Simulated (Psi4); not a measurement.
C2H3O2 (SMILES [CH2-]C(=O)O), charge -1, singlet, at a GFN2-xTB geometry (a gas-phase anion, which may not be bound at this level); CAM-B3LYP/6-31G* in Psi4.

Psi4 was given this input:
```
memory 2 GB

molecule {
-1 1
C     0.11500632    0.05201120   -0.05302050
O     0.26258741    1.21666153   -0.49561643
O    -1.20825450   -0.24327257    0.45360888
H    -1.68617274    0.58417768    0.31791387
C     0.98094306   -0.97998349    0.03343690
H     0.68003939   -1.92741954    0.44895840
H     1.99577385   -0.87603609   -0.31331037
}

set {
  basis 6-31g*
}

energy('cam-b3lyp')
print_variables()
```

The log (banner, timings and long lists left out):

```
   => Loading Basis Set <=

    Name: 6-31G*
    Role: ORBITAL
    Keyword: BASIS

         ---------------------------------------------------------
                                   SCF
               by Justin Turney, Rob Parrish, Andy Simmonett
                          and Daniel G. A. Smith
                              RKS Reference
         ---------------------------------------------------------

  ==> Geometry <==

    Molecular point group: c1
    Full point group: C1

    Geometry (in Angstrom), charge = -1, multiplicity = 1:

       Center              X                  Y                   Z               Mass
    ------------   -----------------  -----------------  -----------------  -----------------
         C            0.028649577585    -0.136995206166     0.000000000214    12.000000000000
         O            1.273826656948    -0.290669431642     0.000000000214    15.994914619570
         O           -0.414400611306     1.240898679942     0.000000000214    15.994914619570
         H            0.412544047266     1.738548584742     0.000000000583     1.007825032230
         C           -0.975985867369    -1.038683612783    -0.000000001144    12.000000000000
         H           -2.006841047263    -0.725356623030     0.000000004552     1.007825032230
         H           -0.765647105767    -2.095413412173    -0.000000000841     1.007825032230

  Running in c1 symmetry.

  Rotational constants: A =      0.38339  B =      0.35014  C =      0.18300 [cm^-1]
  Rotational constants: A =  11493.65423  B =  10496.78527  C =   5486.31238 [MHz]
  Nuclear repulsion =  112.519913156271272

  Charge       = -1
  Multiplicity = 1
  Electrons    = 32
  Nalpha       = 16
  Nbeta        = 16

  ==> Algorithm <==

  SCF Algorithm Type is DF.
  DIIS enabled.
  MOM disabled.
  Fractional occupation disabled.
  Guess Type is SAD.
  Energy threshold   = 1.00e-06
  Density threshold  = 1.00e-06
  Integral threshold = 1.00e-12

  ==> Primary Basis <==

  Basis Set: 6-31G*
    Blend: 6-31G*
    Number of shells: 30
    Number of basis functions: 66
    Number of Cartesian functions: 66
    Spherical Harmonics?: false
    Max angular momentum: 2

  ==> DFT Potential <==

   => LibXC <=

    Version 7.1.2
    S. Lehtola, C. Steigemann, M. J. T. Oliveira, and M. A. L. Marques,  SoftwareX 7, 1–5 (2018) (10.1016/j.softx.2017.11.002)

   => Composite Functional: CAM-B3LYP <=

    CAM-B3LYP Hyb-GGA Exchange-Correlation Functional

[...]
   @DF-RKS iter   4:  -228.35581462238093   -6.52949e-03   4.26656e-04 DIIS/ADIIS
   @DF-RKS iter   5:  -228.35608170929879   -2.67087e-04   1.88398e-04 DIIS/ADIIS
   @DF-RKS iter   6:  -228.35614083290676   -5.91236e-05   2.70078e-05 DIIS
   @DF-RKS iter   7:  -228.35614239651582   -1.56361e-06   1.21546e-05 DIIS
   @DF-RKS iter   8:  -228.35614271769330   -3.21177e-07   2.33552e-06 DIIS
   @DF-RKS iter   9:  -228.35614274539930   -2.77060e-08   4.85160e-07 DIIS
  Energy and wave function converged.

  ==> Post-Iterations <==

   Electrons on quadrature grid:
      Ntotal   =   32.0000003728 ; deviation = 3.728e-07

    Orbital Energies [Eh]
    ---------------------

    Doubly Occupied:

[...]
      16A     -0.004023

    Virtual:

[...]
    Final Occupation by Irrep:
              A
    DOCC [    16 ]
    NA   [    16 ]
    NB   [    16 ]

  @DF-RKS Final Energy:  -228.35614274539930

   => Energetics <=

    Nuclear Repulsion Energy =            112.5199131562712722
    One-Electron Energy =                -542.8812333418723028
    Two-Electron Energy =                 223.4769897520160953
    DFT Exchange-Correlation Energy =     -21.4718123118143716
    Empirical Dispersion Energy =           0.0000000000000000
    VV10 Nonlocal Energy =                  0.0000000000000000
    Total Energy =                       -228.3561427453992962

Computation Completed

Properties will be evaluated at   0.000000,   0.000000,   0.000000 [a0]

Properties computed using the SCF density matrix

 Multipole Moments:

 ------------------------------------------------------------------------------------
     Multipole            Electronic (a.u.)      Nuclear  (a.u.)        Total (a.u.)
 ------------------------------------------------------------------------------------

 L = 1.  Multiply by 2.5417464519 to convert [e a0] to [Debye]
 Dipole X            :          2.1804541           -2.2082460           -0.0277920
 Dipole Y            :          1.7827945           -1.0099837            0.7728108
 Dipole Z            :         -0.0000000            0.0000000            0.0000000
 Magnitude           :                                                    0.7733103

 ------------------------------------------------------------------------------------

  Variable Map:
  ----------------------------------------------------------------------------
[...]
  Array Variable Map:
  ----------------------------------------------------------------------------
[...]
[...]
```
